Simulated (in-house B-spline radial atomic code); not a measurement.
## Ionising the barium ion Ba⁵⁺ with different functionals

Computed with a radial B-spline atomic code at the basis-set limit: scalar-relativistic (spin-free X2C) Hamiltonian, Fermi nucleus of rms radius 4.8378 fm, spin-polarised at highest spin, spherical fractional occupations for the functionals, the average over the highest-spin determinants for Hartree-Fock. The ionisation energy is the difference of two self-consistent energies, [Kr] 4d10 5s2 5p3 → [Kr] 4d10 5s2 5p2, without Breit or QED terms; ε is the level of the shell that loses the electron (its least bound occupied spin orbital). There is no spin-orbit coupling in this Hamiltonian.

Hybrids are left out here: with spherical fractional occupations of an open shell their exact exchange keeps a self-interaction that integer-occupation calculations don't have.

```csv
method,rung,ΔSCF (eV),-ε(5p) (eV)
Hartree-Fock,Hartree-Fock,73.50,73.83
LDA VWN5,LDA,74.04,67.75
LDA PW92,LDA,74.03,67.74
LDA exchange-only,LDA,72.80,66.55
PBE,GGA,73.89,67.66
PBEsol,GGA,73.94,67.70
BLYP,GGA,73.62,67.33
RPBE,GGA,73.86,67.65
PW91,GGA,73.97,67.73
BP86,GGA,73.98,67.73
AM05,GGA,73.92,67.67
OLYP,GGA,74.05,67.81
TPSS,meta-GGA,73.99,67.82
SCAN,meta-GGA,74.44,68.31
r2SCAN,meta-GGA,74.42,68.29
revTPSS,meta-GGA,74.05,67.89
```

How do they compare with the NIST value?

NIST lists 71 eV ± 2 (tabulated theory, ground level to ground level). Errors run from +1.80 to +3.44 eV; all lie within about twice that uncertainty, so the table can't rank the methods. Hartree-Fock also lacks correlation.
